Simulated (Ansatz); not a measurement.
C2H4SiZn. Charge 0, multiplicity 1. The bonds changed during the relaxation, so this is another structure than the one it started from. The geometry is a stationary point of PBE0-D4/def2-TZVP.

```xyz
8

Zn    0.316   -2.493    2.157
Si   -0.199   -0.248   -1.008
C     0.576    1.107   -0.098
C    -0.422    0.563    0.593
H     0.450   -1.577   -1.117
H    -1.118    0.003   -2.143
H     1.285    1.910    0.061
H    -0.887    0.735    1.556
```

**Question.** What is the dipole moment at ωB97M-V/def2-TZVPP? (Best estimate.)

**Answer.** Ansatz gave: 0.48 D, with components (0.05, 0.47, 0.02) D in this frame, pointing from negative to positive charge.

**Question.** And with PBE, r2SCAN, B3LYP? (An estimate is asked.)

**Answer.** The calculation gave: PBE 0.55 D, r2SCAN 0.58 D, B3LYP 0.48 D.

**Question.** Give the Mulliken charges with ωB97M-V, r2SCAN, PBE in def2-TZVPP. (Best estimate.)

**Answer.** Computed: 
```json
{"atom": "Zn1", "ωB97M-V": "0.00", "r2SCAN": "0.00", "PBE": "0.00"}
{"atom": "Si2", "ωB97M-V": "0.23", "r2SCAN": "0.35", "PBE": "0.21"}
{"atom": "C3", "ωB97M-V": "-0.16", "r2SCAN": "-0.15", "PBE": "-0.12"}
{"atom": "C4", "ωB97M-V": "-0.27", "r2SCAN": "-0.21", "PBE": "-0.18"}
{"atom": "H5", "ωB97M-V": "-0.03", "r2SCAN": "-0.08", "PBE": "-0.06"}
{"atom": "H6", "ωB97M-V": "-0.04", "r2SCAN": "-0.09", "PBE": "-0.07"}
{"atom": "H7", "ωB97M-V": "0.13", "r2SCAN": "0.09", "PBE": "0.11"}
{"atom": "H8", "ωB97M-V": "0.14", "r2SCAN": "0.10", "PBE": "0.12"}
```

B3LYP here is the variant with VWN-RPA as its local correlation; programs differ in this.
